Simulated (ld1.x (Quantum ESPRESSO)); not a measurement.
**Transferability test, RRKJ potential for K**

| Item | Value |
| --- | --- |
| Element | potassium |
| Generator | ld1.x (Quantum ESPRESSO) 7.5 |
| Type | norm-conserving RRKJ (Kleinman–Bylander form) |
| Functional | PBE |
| Relativity | scalar-relativistic |
| Frozen core | [Ar] |
| Valence charge | 1 |
| Reference configuration | 3d0 4s0.5 4p0 (charge +0.5) |
| Partial waves | 4p (bound, empty): rc 3.40 bohr; 3d (bound, empty): rc 4.20 bohr; 4s (bound): rc 3.85 bohr |
| Local potential | the s channel |
| Core correction | none |
| rho0 | 0.001 |

Energies are relative to the spin-unpolarised reference configuration 3d0 4s0.5 4p0; without spin polarisation the order of configurations can differ from experiment. The frozen-core shift is the all-electron ΔE with the core orbitals held at their reference shape minus the fully relaxed ΔE.

| valence configuration | charge | ΔE all-electron (eV) | error AE − PS (meV) | frozen-core shift (meV) |
| --- | --- | --- | --- | --- |
| 3d0 4s1 4p0 | 0 | -1.641 | +22 | +1.6 |
| 3d0 4s0 4p1 | 0 | -0.089 | +31 | +1.0 |
| 3d0.5 4s0.5 4p0 | 0 | -0.424 | +14 | +0.7 |

Q: What are ΔE and the potential's error for 3d1 4s0 4p0?

A: ΔE = 0.815 eV all-electron; the error (AE − PS) is +84 meV.
